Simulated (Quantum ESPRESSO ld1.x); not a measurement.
In39+, 10 electrons, occupied as [Ne]. All-electron calculation, scalar-relativistic Kohn-Sham, LDA (Slater exchange, Perdew-Zunger correlation), spin-polarised, spherical densities, point nucleus. Program: ld1.x of Quantum ESPRESSO 7.5.

Unscreened Slater integrals over Kohn-Sham orbitals (hartree). They are taken over the spin-up orbitals. Empty in this configuration: 3p, 3s.

integral,value
"F0(3p,3p)",3.0994
"F2(3p,3p)",1.5530
"F0(3p,3s)",3.0331
"G1(3p,3s)",1.9459
"F0(3p,2p)",4.0891
"F2(3p,2p)",1.0705
"G0(3p,2p)",0.42734
"G2(3p,2p)",0.47433
"F0(3p,2s)",3.9589
"G1(3p,2s)",0.34064
"F0(3s,3s)",2.9801
"F0(3s,2p)",3.8989
"G1(3s,2p)",0.41470
"F0(3s,2s)",3.8103
"G0(3s,2s)",0.33003
"F0(2p,2p)",8.3071
"F2(2p,2p)",3.9535
"F0(2p,2s)",7.6071
"G1(2p,2s)",4.3114
"F0(2s,2s)",7.1667
